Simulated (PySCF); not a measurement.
Species: C₇H₁₃B.
Numbering: `[BH2:1][C:2](=[CH2:3])[C:4](=[CH2:5])[CH2:6][CH2:7][CH3:8]` (hydrogens: H9, H10 on B1; H11, H12 on C3; H13, H14 on C5; H15, H16 on C6; H17, H18 on C7; H19, H20, H21 on C8)

Cartesian coordinates in Å at the PBE0-D3(BJ)/def2-SVP level; atoms count from 1:
```
atom  x, y, z in Å
B1    -2.143    1.588    1.728
C2    -1.340    0.961    0.559
C3    -1.008    1.826   -0.432
C4    -0.883   -0.452    0.546
C5    -1.405   -1.349    1.400
C6     0.175   -0.874   -0.441
C7     1.577   -0.366   -0.098
C8     2.623   -0.784   -1.117
H9    -2.602    2.697    1.582
H10   -2.298    1.036    2.791
H11   -0.364    1.557   -1.277
H12   -1.382    2.853   -0.418
H13   -1.091   -2.396    1.377
H14   -2.158   -1.070    2.139
H15    0.197   -1.974   -0.494
H16   -0.098   -0.532   -1.456
H17    1.563    0.733   -0.007
H18    1.849   -0.743    0.902
H19    2.673   -1.881   -1.213
H20    3.627   -0.430   -0.836
H21    2.395   -0.378   -2.116
```

Computed with PySCF at B3LYP/def2-SVPD, non-relativistic, on one gas-phase PBE0-D3(BJ)/def2-SVP geometry that isn't relaxed in the solvent. The solvent is an IEF-PCM continuum (van der Waals radii × 1.2). Specific hydrogen bonds and non-electrostatic terms are outside this model.

Gas phase at B3LYP/def2-SVPD: HOMO -6.72 eV, LUMO -2.19 eV, dipole 1.32 D.

Q: What does the continuum do to the energy, the frontier levels and the dipole at B3LYP/def2-SVPD in cyclohexane and acetonitrile?

A: 
| solvent | ε | E(solvent) − E(gas) (kcal/mol) | polarisation term (kcal/mol) | distortion of the solute (kcal/mol) | HOMO (eV) | LUMO (eV) | dipole (D) |
| --- | --- | --- | --- | --- | --- | --- | --- |
| cyclohexane | 2.017 | -0.73 | -0.77 | 0.04 | -6.67 | -2.15 | 1.52 |
| acetonitrile | 35.69 | -1.97 | -2.28 | 0.31 | -6.66 | -2.14 | 1.87 |

The first energy column is the sum of the next two and covers electrostatics alone. From cyclohexane to acetonitrile the lowering changes by a factor 2.69, Onsager's factor (ε − 1)/(2ε + 1) by 2.37 and ε itself by 17.7.

Q: Which radius a makes the point-dipole formula ΔE = −[(ε − 1)/(2ε + 1)]·μ²/a³ give the value in acetonitrile, with the gas-phase dipole?

A: μ = 0.521 au and |ΔE| = 0.00313 Eh give a = 1.83 Å; the farthest nucleus lies 4.01 Å from the centroid of the nuclei, so such a sphere wouldn't even hold the nuclei. The formula assumes a rigid point dipole at the centre of a sphere.

Q: Give the dipole vector in the frame of the coordinates (D, pointing from negative to positive charge), gas and acetonitrile.

A: Gas (0.85, -0.26, -0.98), solvent (1.14, -0.20, -1.47). Its length changes by +41 % and its direction by 6°.

Q: How does the static polarisability (B3LYP/def2-SVPD, frozen core, with the continuum's full static response) change?

A: 
```tsv
medium	isotropic (au)	principal values (au)	⟨r²⟩ of the electrons (bohr²)
gas	104.1	76.4, 112.5, 123.3	1274.8
cyclohexane	117.9	85.7, 124.9, 143.2	1274.9
acetonitrile	145.5	107.4, 144.5, 184.5	1275.0
```

The isotropic value in acetonitrile is 1.40 times the gas-phase one; no cavity-field correction is applied. ⟨r²⟩ is taken about the centre of nuclear charge.
